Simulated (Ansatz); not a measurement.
`[BH2][AlH][OH]` + CH₃NH₂ → `C[NH][AlH][OH]` + BH₃  (cleavage of the Al–B bond)

Isolated molecules relaxed with PBE0-D4/def2-TZVP in Ansatz; ΔE leaves out vibrations. CCSD(T)/CBS adds triple-zeta CCSD(T) − MP2 to the extrapolated MP2 energy (def2 sets, frozen cores). This one scheme is used for every species. Functionals use def2-TZVPP. HSE06 is defined as in plane-wave codes. One conformer a species, not always the lowest.

```tsv
level	ΔE (kcal/mol)
HSE06	-25.3
CCSD/CBS(def2)	-28.2
```

Question: What does CCSD(T)/CBS give? (Estimate.)

Answer: Computed: -28.4 kcal/mol. The listed levels differ from it by 3.1, 0.2 kcal/mol.

Largest T1 diagnostic among the species: 0.012.

The D4 term adds −1.1 kcal/mol with B3LYP and −0.6 kcal/mol with PBE0; it sums over pairs of atoms, weighted by their polarisabilities, and B3LYP, whose exchange is more repulsive, gets the larger term. From BLYP to BHLYP (50 % exact exchange), in def2-TZVPP and without D4, ΔE moves by −1.7 kcal/mol.

B3LYP here is the variant with VWN-RPA as its local correlation; programs differ in this.
